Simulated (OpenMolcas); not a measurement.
Pm2+: from RASSCF to RASPT2

- Program: OpenMolcas
- Basis: ANO-R2 [8s6p4d4f1g]
- Scalar Hamiltonian: X2C, finite nucleus
- Active space: 5 electrons in 12 orbitals (RAS2 4f; RAS3 5d, at most 1 electron)
- State averaging: 2S+1 = 6 odd, 21 roots; 2S+1 = 4 odd, 128 roots kept (CI in the orbitals of an earlier block, 108 in the spin-orbit step); 2S+1 = 2 odd, 130 roots kept (CI in the orbitals of an earlier block, 35 in the spin-orbit step); 2S+1 = 6 even, 175 roots (70 in the spin-orbit step); 2S+1 = 4 even, 128 roots kept (CI in the orbitals of an earlier block, 65 in the spin-orbit step); 2S+1 = 2 even, 128 roots kept (CI in the orbitals of an earlier block, 0 in the spin-orbit step)
- Spin-orbit coupling: RASSI with atomic mean-field integrals over the reference wave functions, term energies averaged over their components

Methods on the same reference wave functions:
A. RASSCF
B. SS-RASPT2, IPEA 0.25 Eh, imaginary shift 0.1 Eh (closed shells correlated: 5s 5p)

Energies in cm-1 above 4f5 6H* 5/2.

```json
{"Level": "4f5 6H* 5/2", "A": "0.0", "B": "0.0"}
{"Level": "4f5 6H* 7/2", "A": "834", "B": "844"}
{"Level": "4f5 6H* 9/2", "A": "1839", "B": "1858"}
{"Level": "4f5 6H* 11/2", "A": "2974", "B": "3000"}
{"Level": "4f5 6H* 13/2", "A": "4200", "B": "4220"}
{"Level": "4f5 6H* 15/2", "A": "5494", "B": "5510"}
{"Level": "4f5 6F* 1/2", "A": "7075", "B": "6140"}
{"Level": "4f5 6F* 3/2", "A": "7316", "B": "6380"}
{"Level": "4f5 6F* 5/2", "A": "7772", "B": "6840"}
{"Level": "4f5 6F* 7/2", "A": "8493", "B": "7560"}
{"Level": "4f5 6F* 9/2", "A": "9480", "B": "8550"}
{"Level": "4f5 6F* 11/2", "A": "10648", "B": "9710"}
{"Level": "4f5 4F* 3/2", "A": "19863", "B": "18810"}
{"Level": "4f5 4F* 5/2 [51 %]", "A": "20247", "B": "19130"}
{"Level": "4f5 4M* 15/2", "A": "20984", "B": "21460"}
{"Level": "4f5 4G* 7/2(1) [58 %]", "A": "21438", "B": "20290"}
{"Level": "4f5 4I* 9/2", "A": "21648", "B": "21130"}
{"Level": "4f5 4I* 11/2", "A": "21961", "B": "21460"}
{"Level": "4f5 4M* 17/2", "A": "22302", "B": "22840"}
{"Level": "4f5 4I* 13/2 [71 %]", "A": "22437", "B": "21940"}
{"Level": "4f5 4G* 5/2(1) [50 %]", "A": "23058", "B": "21920"}
{"Level": "4f5 4I* 15/2 [65 %]", "A": "23321", "B": "22920"}
{"Level": "4f5 4G* 9/2(1) [71 %]", "A": "23392", "B": "22220"}
{"Level": "4f5 4M* 19/2", "A": "23672", "B": "24240"}
```

From A to B the spin-free energies of the other terms of 4f5 shown, above 6H*, scale by factors of 0.84 to 1.03.

The lowest spin-free term lies below A's lowest term by 0.397 hartree in B.

CASPT2 breaks the degeneracy within a term, and the mean is taken; among the terms shown or strongly mixed into the levels shown the widest spread is 140 cm-1 (4f5 6H*, B). High states are left out of the spin-orbit mixing, which shifts the levels that they would mix with. Terms from blocks run as CI alone lack orbitals of their own. Without dynamic correlation excited terms often stand tens of per cent too high (terms of higher spin than the ground term too low), and those without a measured partner can miss by more than the paired ones (holds for A). Without dynamic correlation the f → d energies are rough (holds for A). Each CASPT2 term energy is a mean over a sample of three components (holds for B). Only configurations of the active space appear. Levels that lie high or do not pair safely by name in every column are left out.

A share in square brackets marks a mixed level and gives the weight of the term that names it, the lowest over the columns. A number in round brackets counts repeated terms of one configuration in the order of the reference energies. * marks odd parity.
